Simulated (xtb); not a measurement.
C3H7O (SMILES C[CH]CO), doublet, at a GFN2-xTB geometry; GFN2-xTB run with xtb.

Input for xtb:
```
$ xtb mol.xyz --gfn 2 --uhf 1 --acc 1000 --json

# file mol.xyz
11

C     -1.89223601    -0.24806103     0.13597528
C     -0.54241439     0.34178157     0.24412449
C      0.62947001    -0.25810594    -0.42893963
O      1.86541480     0.25467953     0.01563737
H     -1.84030574    -1.27945500    -0.20679639
H     -2.41001552    -0.21770240     1.09700624
H     -2.51798949     0.31056854    -0.57048766
H     -0.42574496     1.31068765     0.69919261
H      0.60646553    -1.35835618    -0.31618966
H      0.62082017    -0.05639144    -1.51388513
H      1.87453379     0.23952489     0.97910034
```

Problem. Write the output that xtb gives for this input, abridged.

Solution. 
```
   ID    Z sym.   atoms
    1    6 C      1-3
    2    8 O      4
    3    1 H      5-11

           -------------------------------------------------
          |                Calculation Setup                |
           -------------------------------------------------

           -------------------------------------------------
          |                 G F N 2 - x T B                 |
           -------------------------------------------------

          ...................................................
          :                      SETUP                      :
          :.................................................:
          :  # basis functions                  23          :
          :  # atomic orbitals                  23          :
          :  # shells                           15          :
          :  # electrons                        25          :
          :  max. iterations                   250          :
          :  Hamiltonian                  GFN2-xTB          :
          :  restarted?                      false          :
          :  GBSA solvation                  false          :
          :  PC potential                    false          :
          :  electronic temp.          300.0000000     K    :
          :  accuracy                 1000.0000000          :
          :  -> integral cutoff          0.2000000E+02      :
          :  -> integral neglect         0.1000000E-04      :
          :  -> SCF convergence          0.1000000E-02 Eh   :
          :  -> wf. convergence          0.1000000E+00 e    :
          :  Broyden damping             0.4000000          :
          :  net charge                          0          :
          :  unpaired electrons                  1          :
          ...................................................

 iter      E             dE          RMSdq      gap      omega  full diag
   1    -14.1049149 -0.141049E+02  0.361E+00    9.73       0.0  T
   2    -14.1249389 -0.200239E-01  0.192E+00    9.77       1.0  T
   3    -14.1253854 -0.446500E-03  0.706E-01    9.80       1.0  T
   4    -14.1255364 -0.151042E-03  0.116E-01    9.67       1.0  T

   *** convergence criteria satisfied after 4 iterations ***

         :::::::::::::::::::::::::::::::::::::::::::::::::::::
         ::                     SUMMARY                     ::
         :::::::::::::::::::::::::::::::::::::::::::::::::::::
         :: total energy             -13.965780013621 Eh    ::
[...]
     6   1 H        0.924     0.049     2.333     2.389
     7   1 H        0.924     0.052     2.298     2.371
     8   1 H        0.926     0.034     2.533     2.489
     9   1 H        0.922     0.029     2.603     2.523
    10   1 H        0.923     0.060     2.194     2.316
    11   1 H        0.805     0.292     0.745     1.356

 Mol. C6AA /au·bohr⁶  :        864.564489
 Mol. C8AA /au·bohr⁸  :      18158.865110
 Mol. α(0) /au        :         44.297172

Wiberg/Mayer (AO) data.
largest (>0.10) Wiberg bond orders for each atom

 ---------------------------------------------------------------------------
     #   Z sym  total        # sym  WBO       # sym  WBO       # sym  WBO
 ---------------------------------------------------------------------------
     1   6 C    3.997 --     2 C    1.088     5 H    0.983     6 H    0.963
                             7 H    0.944
     2   6 C    3.295 --     1 C    1.088     3 C    1.070     8 H    0.973
     3   6 C    3.957 --     2 C    1.070     4 O    0.994     9 H    0.945
                            10 H    0.928
     4   8 O    1.961 --     3 C    0.994    11 H    0.903
     5   1 H    0.998 --     1 C    0.983
     6   1 H    0.997 --     1 C    0.963
     7   1 H    0.995 --     1 C    0.944
     8   1 H    0.999 --     2 C    0.973
     9   1 H    0.999 --     3 C    0.945
    10   1 H    0.994 --     3 C    0.928
    11   1 H    0.918 --     4 O    0.903
 ---------------------------------------------------------------------------

Topologies differ in total number of bonds
Writing topology from bond orders to xtbtopo.mol

molecular dipole:
                 x           y           z       tot (Debye)
 q only:       -0.518      -0.220       0.273
   full:       -0.641      -0.277       0.390       2.032
molecular quadrupole (traceless):
                xx          xy          yy          xz          yz          zz
 q only:       -1.573      -0.497      -0.190       2.277       0.588       1.763
  q+dip:       -3.369      -1.332       0.769       2.708       0.881       2.600
   full:       -2.942      -1.042       0.255       3.040       0.766       2.687

           -------------------------------------------------
          | TOTAL ENERGY              -13.965780013621 Eh   |
          | GRADIENT NORM               0.000872890229 Eh/α |
          | HOMO-LUMO GAP               9.668692390018 eV   |
           -------------------------------------------------

normal termination of xtb
```
